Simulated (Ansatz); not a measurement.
Calculated with Ansatz (gas phase, PBE0-D4/def2-TZVP geometries, no zero-point term in ΔE). CCSD(T)/CBS is the MP2 limit (def2-TZVPP, def2-QZVPP) plus CCSD(T) − MP2 in def2-TZVPP, frozen cores. This one scheme is used for every species. For Ge outer-core shells are correlated without core-valence functions, which leaves a few kJ/mol of doubt a bond. Scalar relativity is left out up to krypton. Each species was taken in one conformer, which may not be the lowest.

`[BH2][GeH2][CH2][SiH3]` + `CB(N)O` → `[NH2][GeH2][CH2][SiH3]` + `BB(C)O`  (redistribution)

```
                 species  CCSD(T)/CBS(def2) energy (Eh)
`[BH2][GeH2][CH2][SiH3]`                    -2433.41540
                `CB(N)O`                     -196.45123
`[NH2][GeH2][CH2][SiH3]`                    -2463.37524
                `BB(C)O`                     -166.44417
```

Problem. Work out ΔE.

Solution. ΔE = (-2463.37524) + (-166.44417) − (-2433.41540) − (-196.45123) = 0.04722 Eh = +124.0 kJ/mol.

Largest T1 diagnostic among the species: 0.012.

From PBE to PBE0 (25 % exact exchange), in def2-TZVPP and without D4, ΔE moves by +3.1 kJ/mol.
